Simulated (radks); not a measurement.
Values are calculated unless marked as measured or tabulated.
Valence configurations of the titanium ion Ti+ (all share [Ar]). Level of theory: non-relativistic Kohn-Sham, PBEsol, spin-polarised, spherical densities, point nucleus; open shells are filled with parallel spins first (a radial shooting solver on a logarithmic mesh with Libxc functionals). Energies are relative to 3d2 4s1; eigenvalues in eV for spin up.

| valence | E (eV) | moment (Bohr magnetons) | e(3d) | e(4p) | e(4s) |
|---|---|---|---|---|---|
| 3d2 4s1 | 0.000 | 3 | -12.270 | - | -10.890 |
| 3d3 | -0.402 | 3 | -8.741 | - | - |
| 3d1 4s1 4p1 | 6.931 | 3 | -17.645 | -8.866 | -13.182 |
| 3d1.5 4s0.5 4p1 | 5.062 | 3 | -15.372 | -8.250 | -12.327 |
| 3d1 4s2 | 3.887 | 1 | -16.553 | - | -12.012 |
| 3d1.5 4s1.5 | 1.744 | 2 | -14.315 | - | -11.480 |
| 3d2.5 4p0.5 | 1.395 | 3 | -10.902 | -6.684 | - |
| 3d2 4p1 | 3.854 | 3 | -13.285 | -7.625 | - |
| 4s1 4p2 | 17.820 | 3 | - | -10.524 | -15.342 |
| 3d0.5 4s0.5 4p2 | 14.119 | 3 | -21.053 | -9.935 | -14.510 |

NIST lists [Ar] 3d2 4s1 as the ground configuration; this level of theory puts 3d3 lower, by 0.402 eV. The energies are those of spherical high-spin densities, not of single terms.
